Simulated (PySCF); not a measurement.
C5H4ClN3O.
Bonds: C1–C2, C2–O3 (double), C2–C4, C4–C5 (aromatic), C5–C6 (aromatic), C6–Cl7, C6–N8 (aromatic), N8–N9 (aromatic), N9–N10 (aromatic), C4–N10 (aromatic). Hydrogens: H11, H12, H13 on C1; H14 on C5.

Definitions: NICS(0) = −σiso at the ring centroid; NICS(1) = −σiso and NICS(1)zz = −σzz at ±1 Å along the ring normal z. Level: GIAO PBE0/pcSseg-1 (PySCF, non-relativistic, gas phase) on the GFN2-xTB geometry, one conformer.

Ring bond lengths (Å), with Mayer bond orders in brackets: C4–C5 1.391 (1.31), C5–C6 1.394 (1.26), C6–N8 1.326 (1.39), N8–N9 1.290 (1.36), N9–N10 1.282 (1.40), N10–C4 1.335 (1.36).

Problem. What do the NICS probes read (ppm)?

Solution. 
| ring | type | NICS(0) | NICS(1), two faces | NICS(1)zz, two faces | rms pucker (Å) | centre to ring atoms, mean (Å) |
| --- | --- | --- | --- | --- | --- | --- |
| C4–C5–C6–N8–N9–N10 | 6-membered ring with 3 N; formal bonds all aromatic | -5.1 | -11.4 / -11.4 | -26.2 / -26.2 | 0.00 | 1.34 |

Problem. What can be read from them?

Solution. 
- C4–C5–C6–N8–N9–N10: mean NICS(1)zz -26.2 ppm, shielded. For a flat ring without four-coordinate atoms the NICS criterion counts such a value as aromatic. NICS(0) lies 6 ppm above the mean NICS(1).

Problem. And the bond-length index? Use HOMA with the parameters of Krygowski (1993).

Solution. 
- C4–C5–C6–N8–N9–N10: HOMA 0.97; the largest term is that of N9–N10, α(R − Ropt)² = 0.10. The geometric and the magnetic index point the same way.

Problem. List the ring angles and the Hirshfeld charges of the ring atoms.

Solution. 
- C4–C5–C6–N8–N9–N10: C4 120.8° (+0.058 e), C5 114.4° (-0.032 e), C6 121.2° (+0.085 e), N8 120.3° (-0.103 e), N9 122.8° (-0.027 e), N10 120.5° (-0.080 e); sum 720.0° against 720° for a flat convex ring.

Shape of the structure used: `[CH3:1][C:2](=[O:3])[c:4]1[cH:5][c:6]([Cl:7])[n:8][n:9][n:10]1`: C1–C2–C4–C5 180°.
